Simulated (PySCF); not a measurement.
C₄H₃O (SMILES [c-]1ccco1), charge -1, singlet, geometry from GFN2-xTB (in this run its highest filled SCF level lies above zero, so its values depend strongly on the basis, on diffuse functions most of all). Base run: PBE0/STO-3G in PySCF.

PySCF was given this input:
```python
from pyscf import gto, scf, dft

mol = gto.M(
    atom='''
O    -0.00434124    0.04793050    1.16904018
C     0.01699507    1.22054995    0.39478422
C    -0.01760528   -1.04457952    0.36698234
C     0.01553600    0.75294446   -0.91996930
C    -0.00610386   -0.66403323   -0.93846348
H    -0.03459745   -2.01935969    0.83917224
H     0.02893664    1.37399554   -1.81376634
H    -0.01254091   -1.32736979   -1.79773000
''',
    basis='sto-3g',
    charge=-1,
    verbose=4,
)

mf = dft.RKS(mol)
mf.xc = 'pbe0'
mf.kernel()
```

Each row names what was changed in the base input (with any setting that the change needs).

```
change                                           ΔE vs base (mEh)  fitting functions
-----------------------------------------------  ----------------  -----------------
base                                                        0.000                  -
auxbasis = def2-tzvp-ri                                    -1.130                425
auxbasis = cc-pvqz-jkfit                                   -0.119                683
auxbasis = def2-svp-ri                                    -13.165                282
auxbasis = even-tempered beta=3.0                          -9.091                174
auxbasis = default (with mf = mf.density_fit())            -1.346                431
auxbasis = cc-pvtz-jkfit                                   -0.175                485
auxbasis = even-tempered beta=2.0                          -3.637                265
auxbasis = even-tempered beta=1.6                          -3.038                371
only_dfj = on; auxbasis = def2-universal-jfit              -2.361                278
```

A fitting set is made for a task (jfit for Coulomb, jkfit for Coulomb and exchange, ri for correlation) and for a family of orbital bases.
